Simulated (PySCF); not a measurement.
C₂H₅O, SMILES [CH2]OC, multiplicity 2. Atoms are numbered in the order given.

```xyz
8

C      1.2027    -0.1669    -0.0115
O     -0.0009     0.0551     0.5470
C     -1.0786     0.0676    -0.3605
H      1.3358     0.0579    -1.0654
H      2.0270    -0.1262     0.6858
H     -0.9299     0.8330    -1.1311
H     -1.1926    -0.9091    -0.8424
H     -1.9775     0.2993     0.2088
```
Charge 0, spin multiplicity 2.

Geometry optimised at PBE0-D3(BJ)/def2-TZVP. The isomer is the one that the SMILES or the coordinates give; other isomers of the formula were not compared.

All values below come from M06-2X/def2-TZVPD (PySCF).

Mulliken values depend strongly on the basis, most of all with diffuse functions as here. ESP charges are fitted to the potential on shells at 1.4 to 2.0 van der Waals radii. Atomic charges (e):

```json
[
 {"atom": "C1", "meta-Löwdin": "(withheld)", "ESP fit": "-0.43", "Mulliken spin": "0.99"},
 {"atom": "O2", "meta-Löwdin": "(withheld)", "ESP fit": "-0.08", "Mulliken spin": "0.12"},
 {"atom": "C3", "meta-Löwdin": "-0.11", "ESP fit": "-0.28", "Mulliken spin": "0.04"},
 {"atom": "H4", "meta-Löwdin": "(withheld)", "ESP fit": "0.18", "Mulliken spin": "-0.05"},
 {"atom": "H5", "meta-Löwdin": "(withheld)", "ESP fit": "0.20", "Mulliken spin": "-0.05"},
 {"atom": "H6", "meta-Löwdin": "0.10", "ESP fit": "0.14", "Mulliken spin": "0.00"},
 {"atom": "H7", "meta-Löwdin": "0.10", "ESP fit": "0.14", "Mulliken spin": "-0.04"},
 {"atom": "H8", "meta-Löwdin": "0.13", "ESP fit": "0.13", "Mulliken spin": "0.00"}
]
```

Q: Fill in the missing entries. (Estimate from the structure and the level; the computed values follow.)

A: 
- C1, meta-Löwdin: -0.13
- O2, meta-Löwdin: -0.30
- H4, meta-Löwdin: 0.10
- H5, meta-Löwdin: 0.12
